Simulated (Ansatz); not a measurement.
Basis sets compared for [Yb(H2O)6]3+ (YbO6H12³⁺). The state is a doublet with charge 3. Geometry PBE-D4/def2-SVP. Ansatz on 4 threads of Intel Xeon on a shared host; times are rough, and most runs start from earlier orbitals.

```xyz
19

Yb    0.000   -0.002    0.002
O     1.193    0.025   -1.964
H     2.159   -0.130   -2.098
H     0.863    0.271   -2.861
O    -1.193   -0.020    1.967
H    -0.863   -0.262    2.866
H    -2.158    0.137    2.101
O     0.479    2.221    0.343
H     0.986    2.837   -0.239
H     0.155    2.797    1.077
O    -0.479   -2.224   -0.346
H    -0.156   -2.797   -1.082
H    -0.987   -2.841    0.234
O     1.895   -0.566    1.174
H     2.262   -1.465    1.353
H     2.571    0.048    1.551
O    -1.895    0.562   -1.173
H    -2.570   -0.052   -1.551
H    -2.262    1.460   -1.352
```

In the def2 sets Yb takes a core potential; there is no spin–orbit coupling. With an open 4f shell the SCF may have ended on a state above the lowest.

| level | functions | energy (Eh) | HOMO (eV) | LUMO (eV) | wall time |
| --- | --- | --- | --- | --- | --- |
| PBE-D4/def2-SVP | 225 | -1616.4178 | -20.53 | -20.25 | 36 s |
| PBE0-D4/def2-SVP | 225 | -1616.0763 | -22.79 | -17.38 | 64 s |

(1) Estimate the rows for PBE-D4/def2-TZVP, PBE0-D4/def2-TZVP.

Answers

(1) 
| level | functions | energy (Eh) | HOMO (eV) | LUMO (eV) | wall time |
| --- | --- | --- | --- | --- | --- |
| PBE-D4/def2-TZVP | 354 | -1617.0476 | -20.72 | -20.40 | 59 s |
| PBE0-D4/def2-TZVP | 354 | -1616.6937 | -22.91 | -17.21 | 6.6 min |
